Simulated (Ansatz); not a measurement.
`N#[C][SnH3]` + CH₃SH → `CSC#N` + `[SnH4]`  (substitution at a C–Sn bond)

Program: Ansatz. Geometries: PBE0-D4/def2-TZVP. ΔE: electronic, gas phase. CCSD(T)/CBS adds triple-zeta CCSD(T) − MP2 to the extrapolated MP2 energy (def2 sets, frozen cores). This one scheme is used for every species. DFT in def2-TZVPP. def2 core potentials past Kr. For Sn outer-core shells are correlated without core-valence functions, which leaves a few kJ/mol of doubt a bond.

`N#[C][SnH3]`:

```xyz
6

N    -2.459   -0.852    0.067
C    -1.370   -0.476    0.040
Sn    0.625    0.216   -0.017
H     1.600   -1.135    0.293
H     0.858    0.846   -1.574
H     0.746    1.400    1.191
```

CH₃SH:

Cartesian coordinates in Å:
```
C -0.315 0.144 0.348
S 0.155 -0.571 -1.242
H 0.088 -0.432 1.180
H -1.403 0.100 0.391
H -0.007 1.186 0.425
H 1.482 -0.428 -1.103
```

`CSC#N`:

Cartesian coordinates in Å:
```
C 0.320 -0.895 0.168
S -0.848 -0.025 -0.906
C -0.613 1.545 -0.356
N -0.473 2.635 0.002
H 1.334 -0.541 -0.007
H 0.243 -1.945 -0.114
H 0.039 -0.774 1.212
```

`[SnH4]`:

```xyz
5

Sn    0.000    0.000    0.000
H     1.036   -1.167    0.684
H    -0.919   -0.716   -1.244
H     0.928    1.276   -0.642
H    -1.045    0.606    1.201
```

```tsv
level	ΔE (kcal/mol)	difference from CCSD(T)/CBS
B97M-V	8.0	-5.8
BHLYP-D4	12.2	-1.6
CAM-B3LYP-D4	11.1	-2.7
PBE	7.6	-6.2
PBE0	9.4	-4.4
r2SCAN0	10.1	-3.7
MP2/def2-SVP	11.9	-1.9
CCSD/def2-TZVPP	14.1	0.3
MP2/def2-QZVPP	13.1	-0.7
MP2/CBS(def2)	13.2	-0.6
CCSD(T)/CBS	13.8	0
```

Largest T1 diagnostic among the species: 0.014.

Leaving LDA and LC-ωPBE aside and taking each functional with its dispersion term where it has one, the values, not all of them listed here, spread over 5.0 kcal/mol, from revPBE-D4 to BHLYP-D4. LDA lies −2.7 kcal/mol from PBE without D4. From BLYP to BHLYP (50 % exact exchange), in def2-TZVPP and without D4, ΔE moves by +3.0 kcal/mol. At CCSD(T), def2-SVP lies −1.8 kcal/mol from the extrapolated value and def2-TZVPP −0.5 kcal/mol.
